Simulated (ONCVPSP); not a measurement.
**What one change does to a pseudopotential (nitrogen, ONCV)**

| Property | Result |
| --- | --- |
| Element | nitrogen |
| Generator | ONCVPSP 4.0.1 |
| Type | optimised norm-conserving Vanderbilt (ONCV) |
| Functional | PBE |
| Relativity | scalar-relativistic |
| Frozen core | [He] |
| Valence charge | 5 |
| Reference configuration | 2s1.5 2p3.5 |
| Partial waves | 2s: rc 1.15 bohr, ncon 4, nbas 7, qcut 6.1 1/bohr, local; 2p: rc 1.90 bohr, ncon 4, nbas 9, qcut 8.3 1/bohr, 2 projectors, debl 0.8 Ha |
| Local potential | the s channel |
| Core correction | Teter function fitted to the true core (icmod 2), fcfact 0.7 |

Change: all radii but the core radius scaled by about 1.16 (s 1.34, p 2.20 bohr).

Cutoffs: the cutoffs (Ha) at which the residual kinetic energy of the hardest occupied pseudo-wave falls to 1 and 0.1 mHa per electron; they do not see the model core or the augmentation charge, which bear on the density cutoff. Errors are all-electron minus pseudo energies relative to the spin-unpolarised reference configuration.

Task: Predict the effect on cutoff, ghosts and configuration errors.

Result: The potential gets softer (34 Ha and 84 Ha → 18 Ha and 53 Ha); of the 4 tests that both files solve, the error grows in 4 and shrinks in 0 by more than 15 % and 0.3 meV (median size 39.0 → 63.0 meV); neither file shows a bound ghost. A larger radius leaves more room for a smooth pseudo-wave, so fewer plane waves are needed. More of the atom is replaced by a form fitted at one configuration, so other configurations suffer.

```csv
quantity,base,changed
"cutoff, loose",34 Ha,18 Ha
"cutoff, tight",84 Ha,53 Ha
loose cutoff by channel,"s 34 Ha, p 20 Ha","s 17 Ha, p 18 Ha"
bound ghosts,none,none
GHOST(+) flags under 300 eV,none,none
"error for 2s2 2p3, meV [ΔE -5.75 eV]",+0.5,-1.8
"error for 2s2 2p2, meV [ΔE 7.84 eV]",+74,+110
"error for 2s2 2p1, meV [ΔE 36.69 eV]",+427,+637
"error for 2s0 2p5, meV [ΔE 17.29 eV]",+4.4,-16
"rms error of d²Exc/dni dnj with the model core, mHa",1.96,1.97
```
